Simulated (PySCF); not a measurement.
## Dipole moment and polarisability of `C=CC#CC=C=S`

C₆H₄S.
Geometry (GFN2-xTB, Å), atoms numbered from 1 in this order:
```xyz
11
C6H4S angstrom
C     -2.6651   -0.5586   -0.0047
C     -1.4702   -0.9599    0.4228
C     -0.2844   -0.2326    0.2372
C      0.7431    0.3861    0.0813
C      1.9326    1.1064   -0.1006
C      3.0967    0.6878    0.3292
S      4.4810    0.1987    0.8359
H     -3.5471   -1.1521    0.1608
H     -2.7954    0.3721   -0.5306
H     -1.3532   -1.8986    0.9513
H      1.8676    2.0534   -0.6238
```

Level: PBE0/def2-SVPD (PySCF), static field, nuclei fixed, core orbitals frozen in the response. The polarisability tensor in these axes (au):

```
x   212.16  14.68  19.41
y    14.68  71.21  -5.80
z    19.41  -5.80  62.29
```

Q: Give the principal values, the mean and the anisotropy Δα = √{½[(α1 − α2)² + (α2 − α3)² + (α1 − α3)²]}.

A: Principal values 55.76, 73.95 and 215.96 au; mean 115.22 au = 17.07 Å³ = 19.00 × 10⁻⁴⁰ C²·m²/J; Δα = 151.92 au (132 % of the mean).

Q: What is the dipole moment, and where does it point?

A: (-0.32, 0.33, -0.24) D, 0.52 D in size, pointing from the negative to the positive side. Measured along this direction, the outermost atoms are S7 at the negative end and H9 at the positive end.

Q: Refractivity n − 1 of an ideal gas of it at 500 K and 1 atm, from the electronic α?

A: N = p/kT = 1.4678 × 10¹⁹ cm⁻³, so n − 1 = 2π × N × 17.07 × 10⁻²⁴ cm³ = 1575 × 10⁻⁶ at long wavelengths.

Q: Directions of the eigenvectors, and the extent of the frame along each?

A: Largest value along (0.99, 0.10, 0.12), where the nuclei span 8.14 Å; middle along (-0.03, 0.88, -0.48), 4.14 Å; least along (-0.15, 0.47, 0.87), 0.00 Å. The response follows the extents in order.

Q: What depolarisation ratio follows for Rayleigh scattering of linearly polarised light, taking the static tensor?

A: ρ = 3Δα²/(45ᾱ² + 4Δα²) = 69243.4/(597429 + 92324.5) = 0.1.

Q: Give the eigenvalues of the traceless quadrupole moment Θ = ½Σq(3rr − r²1), origin at the centre of nuclear charge.

A: -9.19, 1.98, 7.21 D·Å. The values depend on the origin, since the dipole doesn't vanish. The electronic extent ⟨r²⟩ about the same centre is 1620 bohr², a root-mean-square distance of 2.85 Å for the 56 electrons.

Q: How large is μ²/3kT at 298 K beside α?

A: In Gaussian units μ²/3kT = 2.17 Å³ against 17.07 Å³, a ratio of 0.13; the Debye molar polarisation (4π/3)N_A(α + μ²/3kT) is 48.5 cm³/mol, leaving out the vibrational part.

Geometry: GFN2-xTB; no solvent, vibrations or thermal averaging.

The run behind these numbers computed excited states as well. On one thread, Arm Neoverse N1 (aarch64), shared host with 64 logical CPUs at a one-minute load of 58, this took 35 s of wall time and 0.66 GiB of memory at its peak.
